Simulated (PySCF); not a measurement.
A small calculation by hand: oscillator strength and radiative lifetime

C6H5Cl, SMILES Clc1ccccc1.

The structure is a stationary point at PBE-D3(BJ)/def2-SVP.

TDA-ωB97X/def2-SVPD run with PySCF 2.14.0 puts the first singlet state with f over 0.02 at 6.22 eV (vertical), with the transition dipole (0.000, 0.000, 0.645) in atomic units.

Task: Find the oscillator strength, the wavelength and the radiative lifetime that this transition would have in vacuum if emission retraced absorption.

Result: 
|μ|² = 0.4160 au, so |μ| = 1.64 D. ΔE = 6.22/27.211 = 0.2286 hartree. f = (2/3) ΔE |μ|² = 0.063 (the program prints 0.063).
λ = 1239.84/6.22 = 199 nm; ν = 50168 cm⁻¹.
Einstein's coefficient A = 0.6670 ν² f s⁻¹ (ν in cm⁻¹) = 1.1e8 s⁻¹, so τ = 1/A = 9.4 ns. This state is S2; the lower singlet has f = 0.001. The figure is the radiative limit of this one transition; relaxation, internal conversion, crossing to triplets and a medium change what is measured.
